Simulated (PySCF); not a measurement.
**Static response to an electric field**

Compound: C2H6Al2Cl3F.
Geometry (GFN2-xTB, Å), atoms numbered from 1 in this order:
```xyz
14
C2H6Al2Cl3F angstrom
C     -2.4719    0.3860    0.3539
C     -1.1697   -0.1393    0.9869
Al     0.0800   -0.0868   -0.5521
Cl     1.5447   -1.7093   -0.7125
Al     3.1997   -0.2615   -0.4956
F      3.7548   -0.5203    1.0383
Cl     4.3573   -0.1161   -2.1414
Cl     1.7289    1.3586   -0.2944
H     -3.2882    0.4302    1.0737
H     -2.7806   -0.2534   -0.4728
H     -2.3196    1.3857   -0.0529
H     -1.3686   -1.1295    1.4191
H     -0.9212    0.5007    1.8452
H     -0.3463    0.1545   -2.0176
```

Level: wB97X-D/def2-SVPD (PySCF), static field, nuclei fixed, core orbitals frozen in the response. The polarisability tensor in these axes (au):

```
x   125.41  -2.50 -10.97
y    -2.50  95.24   0.68
z   -10.97   0.68  97.06
```

Q: Give the principal values, the mean and the anisotropy Δα = √{½[(α1 − α2)² + (α2 − α3)² + (α1 − α3)²]}.

A: Principal values 93.29, 95.06 and 129.35 au; mean 105.90 au = 15.69 Å³ = 17.46 × 10⁻⁴⁰ C²·m²/J; Δα = 35.21 au (33 % of the mean).

Q: What is the dipole moment, and where does it point?

A: (-1.93, 0.11, -0.02) D, 1.93 D in size, pointing from the negative to the positive side. Measured along this direction, the outermost atoms are Cl7 at the negative end and H9 at the positive end.

Q: In a dilute gas of rigid molecules at 250 K, how does the orientational term μ²/3kT compare with the electronic polarisability?

A: In Gaussian units μ²/3kT = 35.96 Å³ against 15.69 Å³, a ratio of 2.29; the Debye molar polarisation (4π/3)N_A(α + μ²/3kT) is 130.3 cm³/mol, leaving out the vibrational part.

Q: Find the Langevin capture rate constant for H3O+ (19.018 u) meeting this molecule (207.915 u), k = 2.342 × 10⁻⁹ cm³/s × √(α in Å³ / reduced mass in u).

A: The reduced mass is 17.42 u, so k = 2.22 × 10⁻⁹ cm³/s. The formula leaves out the permanent dipole, which adds to the capture rate.

Q: Give the eigenvalues of the traceless quadrupole moment Θ = ½Σq(3rr − r²1), origin at the centre of nuclear charge.

A: -10.84, 1.96, 8.88 D·Å. The values depend on the origin, since the dipole doesn't vanish. The electronic extent ⟨r²⟩ about the same centre is 2489 bohr², a root-mean-square distance of 2.59 Å for the 104 electrons.

Q: Estimate the molar refractivity from the static electronic polarisability.

A: Lorentz–Lorenz: R = (4π/3)N_A α = 2.5225 cm³/(mol·Å³) × 15.69 Å³ = 39.6 cm³/mol, in the limit of long wavelengths.

Q: Rayleigh depolarisation ratio (linearly polarised light, static tensor)?

A: ρ = 3Δα²/(45ᾱ² + 4Δα²) = 3719.7/(504673 + 4959.6) = 0.0073.

The structure is a single GFN2-xTB conformer in the gas phase; no vibrational or solvent corrections.

The run behind these numbers computed excited states as well. The run took 2.3 min (with the writing of density and orbital grids) on one thread of an Arm Neoverse N1 (shared host), and the process peaked at 1.1 GiB of memory.
